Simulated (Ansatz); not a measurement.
Pd3H2⁻, relaxed as a doublet with UKS PBE-D4/def2-TZVPD in Ansatz, starting from the GFN2-xTB geometry. Force threshold 0.02 eV/Å.

In the def2 sets Pd takes a core potential; there is no spin–orbit coupling. Another isomer (doublet) lies 0.86 eV lower at PBE0-D4/def2-TZVPD; other spin states weren't run for this one.

Start:

```
atom    x (Å)    y (Å)    z (Å)
 Pd1   0.2859   1.1831  -0.2743
 Pd2  -2.2344   0.7092  -0.1793
 Pd3  -0.4899  -1.1172   0.2625
  H4   1.8921   1.6106  -0.3664
  H5   0.5463  -2.3858   0.5576
```

```json
{"step": "1", "energy (eV)": "-10477.4302", "largest force component (eV/Å)": "1.245", "SCF passes": "46"}
{"step": "2", "energy (eV)": "-10477.6245", "largest force component (eV/Å)": "0.378", "SCF passes": "44"}
{"step": "3", "energy (eV)": "-10477.7033", "largest force component (eV/Å)": "0.101", "SCF passes": "41"}
{"step": "4", "energy (eV)": "-10477.7053", "largest force component (eV/Å)": "0.099", "SCF passes": "39"}
{"step": "5", "energy (eV)": "-10477.7387", "largest force component (eV/Å)": "0.115", "SCF passes": "41"}
{"step": "6", "energy (eV)": "-10477.7450", "largest force component (eV/Å)": "0.040", "SCF passes": "38"}
{"step": "7", "energy (eV)": "-10477.7454", "largest force component (eV/Å)": "0.007", "SCF passes": "33"}
{"step": "8", "energy (eV)": "-10477.7456", "largest force component (eV/Å)": "0.011", "SCF passes": "37"}
{"step": "9", "energy (eV)": "-10477.7459", "largest force component (eV/Å)": "0.015", "SCF passes": "39"}
{"step": "10", "energy (eV)": "-10477.7476", "largest force component (eV/Å)": "0.019", "SCF passes": "45"}
{"step": "11", "energy (eV)": "-10477.7485", "largest force component (eV/Å)": "0.025", "SCF passes": "35"}
{"step": "13", "energy (eV)": "-10477.7490", "largest force component (eV/Å)": "0.035", "SCF passes": "46"}
{"step": "15", "energy (eV)": "-10477.7495", "largest force component (eV/Å)": "0.003", "SCF passes": "32"}
{"step": "17", "energy (eV)": "-10477.7495", "largest force component (eV/Å)": "0.002", "SCF passes": "28"}
{"step": "19", "energy (eV)": "-10477.7496", "largest force component (eV/Å)": "0.003", "SCF passes": "27"}
{"step": "21", "energy (eV)": "-10477.7496", "largest force component (eV/Å)": "0.005", "SCF passes": "33"}
{"step": "23", "energy (eV)": "-10477.7497", "largest force component (eV/Å)": "0.006", "SCF passes": "32"}
{"step": "25", "energy (eV)": "-10477.7498", "largest force component (eV/Å)": "0.007", "SCF passes": "32"}
{"step": "27", "energy (eV)": "-10477.7500", "largest force component (eV/Å)": "0.009", "SCF passes": "32"}
{"step": "29", "energy (eV)": "-10477.7502", "largest force component (eV/Å)": "0.010", "SCF passes": "32"}
{"step": "31", "energy (eV)": "-10477.7503", "largest force component (eV/Å)": "0.006", "SCF passes": "37"}
```

Force components are those of the run's own axes.

End:

Cartesian coordinates in Å:
```
Pd 0.246 1.217 -0.239
Pd -2.331 0.696 -0.279
Pd -0.542 -1.063 0.461
H 1.796 0.950 -0.217
H 0.831 -1.800 0.274
```

By distances, no bond broke or formed. The bond that changes most is Pd3–H5, from 1.66 to 1.57 Å (atoms count from 1).

The force fell under the threshold at step 7, but the optimiser went on and released 0.005 eV more. No frequencies were taken in this run, so the end may be a saddle point.

Hardware: 4 threads of Arm Neoverse V1 on a shared host. Wall time 71 s.
